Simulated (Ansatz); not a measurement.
Consider the ligand exchange at a B–O bond: `CB(C)O` + CH₃NH₂ → `CNB(C)C` + H₂O.

Program: Ansatz. Geometries: PBE0-D4/def2-TZVP. ΔE: electronic, gas phase. CCSD(T)/CBS is the MP2 limit (def2-TZVPP, def2-QZVPP) plus CCSD(T) − MP2 in def2-TZVPP, frozen cores. This one scheme is used for every species. DFT in def2-TZVPP. Each species was taken in one conformer, which may not be the lowest.

CCSD(T)/CBS gives +0.1 kJ/mol.

(1) Another level gave +12.7 kJ/mol. Which?
A. CAM-B3LYP-D4/def2-TZVPP
B. PBE-D4/def2-TZVPP
C. LDA (SPW92)/def2-TZVPP
D. BHLYP/def2-TZVPP

Largest T1 diagnostic among the species: 0.011.

Answers

(1) D. BHLYP 12.7, CAM-B3LYP-D4 6.5, PBE-D4 1.4, LDA (SPW92) -3.2 kJ/mol.

At CCSD(T), def2-SVP lies +11.8 kJ/mol from the extrapolated value and def2-TZVPP +2.8 kJ/mol. Leaving LDA and LC-ωPBE aside and taking each functional with its dispersion term where it has one, the values, not all of them listed here, spread over 12.0 kJ/mol, from revPBE-D4 to B97M-V. LDA lies −9.6 kJ/mol from PBE without D4.
